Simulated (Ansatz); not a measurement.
| atom | x (Å) | y (Å) | z (Å) |
| --- | --- | --- | --- |
| S | 0.0441 | -0.0234 | -0.1015 |
| H | 0.0250 | 0.9945 | 0.7955 |
| H | 0.0350 | -0.9930 | 0.8606 |

Basis set: STO-3G (spherical functions). Correlated methods keep 5 orbitals frozen. Charge 0, multiplicity 1.

Computed with Ansatz (development build ahead of 0.2.0); each method stands on the lowest determinant of its kind that the runs found. Restricted open shells among the atoms or ions are ROHF, correlated in semicanonical orbitals with singles.

The atomization energy at this shape (free ground-state atoms in the same class of orbitals less the molecule, no zero-point energy) of singlet H₂S:

```json
{"method": "RHF", "atomization energy": "154.79 kcal/mol"}
```

(1) What does RHF-MP2 give?

Answers

(1) 173.37 kcal/mol.

This basis has no polarisation functions and is too small for such energies, which can lie far from measured ones in either direction.
